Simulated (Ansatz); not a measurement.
Basis-set series for CH5NZn (`N[CH2][ZnH]`). Total charge 0; spin multiplicity 1. All single points use the PBE0-D4/def2-TZVP geometry. It is one conformer, not always the lowest.

```csv
functional,basis,functions,energy (Eh),HOMO (eV),LUMO (eV)
PBE0-D4,def2-SVP,84,-1874.53048,-6.03,0.79
PBE0-D4,def2-QZVPP,364,-1874.95099,-6.42,-0.53
ωB97M-V,def2-SVP,84,-1874.73759,-8.34,2.10
ωB97M-V,def2-QZVPP,364,-1875.16171,-8.73,0.58
```

(1) Give the rows for def2-TZVPP. (An estimate is asked.)

## Answers

(1) Ansatz gave: 
| functional | basis | functions | energy (Eh) | HOMO (eV) | LUMO (eV) |
| --- | --- | --- | --- | --- | --- |
| PBE0-D4 | def2-TZVPP | 196 | -1874.90146 | -6.37 | -0.44 |
| ωB97M-V | def2-TZVPP | 196 | -1875.11350 | -8.68 | 0.89 |

Positive LUMOs are unbound and depend on the basis. Scalar relativity is left out up to krypton.
